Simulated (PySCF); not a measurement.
**C2H8GeO3S: core ionisation energies**

C₂H₈GeO₃S.
Z-matrix (Å and degrees, PBE0-D3(BJ)/def2-SVP geometry), rows numbered from 1:
```
C 
S   1  1.7818
O   2  1.4590  1  109.19
O   2  1.4693  1  107.18  3  -132.47
C   2  1.8188  1  104.45  3   116.34
O   5  1.3647  2  111.42  1    62.36
Ge  6  1.8195  5  122.50  2    69.05
H   1  1.0972  2  108.60  3  -167.09
H   1  1.0969  2  109.10  3   -44.82
H   1  1.0981  2  105.37  3    74.18
H   5  1.1030  2  107.12  1   -59.63
H   5  1.1092  2  101.85  1  -173.71
H   7  1.5341  6  107.80  5    26.28
H   7  1.5309  6  109.63  5   -98.72
H   7  1.5384  6  101.68  5   143.99
```

Computed, not measured: PySCF, delta-SCF UKS SCAN, pcX-2 on the ionised atom, pcseg-1 elsewhere, spin-free X2C. Binding energies are ΔSCF values: E(core-ionised, relaxed orbitals) − E(ground state) at a fixed geometry, referred to the vacuum level.

Question: Give the core binding energies atom by atom.

Answer: 
```tsv
atom(s)	environment	level	binding energy (eV)	2p1/2 (eV)	above the level's lowest (eV)	count
C1	S-methyl carbon	C 1s	291.69	–	0.00	1
S2	sulfonyl sulfur	S 2p3/2	173.63	174.86	0.00	1
S2	sulfonyl sulfur	S 1s	2482.38	–	0.00	1
O3/O4	sulfonyl oxygen	O 1s	537.52	–	0.00	2
C5	sp3 carbon bound to oxygen	C 1s	292.98	–	+1.29	1
O6	oxygen bonded to C and Ge	O 1s	538.27	–	+0.75	1
```

Lowest listed C 1s: C1, bonded to S and 3 H. Highest, 1.29 eV above it: C5, bonded to O, S and 2 H. Summing the Pauling electronegativity differences to the bonded atoms, each weighted by its formal bond order, gives -1.02 for the lowest site and +0.22 for the highest.

Lowest listed O 1s: O3/O4, bonded to S (double bond). Highest, 0.75 eV above it: O6, bonded to C and Ge. Summing the Pauling electronegativity differences to the bonded atoms, each weighted by its formal bond order, gives -1.72 for the lowest site and -2.32 for the highest; the largest sum, -1.72, belongs to O3/O4, 0.75 eV below the top. The smallest sum, -2.32, belongs to O6, 0.75 eV above the lowest.

Question: Which photon energy gives electrons from O 1s of O6 a kinetic energy of 100 eV, and what is their de Broglie wavelength?

Answer: hν = 538.27 + 100 = 638.27 eV, recoil neglected; λ = 12.264 Å/√(E/eV) = 1.23 Å.

One atom of each set of topologically equivalent atoms was ionised and stands for the set; in this conformer not all members are related by symmetry, and their own values weren't computed. 2p3/2 and 2p1/2 are the ΔSCF energy of one spin-free 2p hole plus the eigenvalues of a spin–orbit and ligand-field matrix of the shell. 2p1/2 minus 2p3/2 (ligand field included): S 1.23 eV. No level of germanium is listed. Geometry: PBE0-D3(BJ)/def2-SVP, one conformer, isolated molecule.
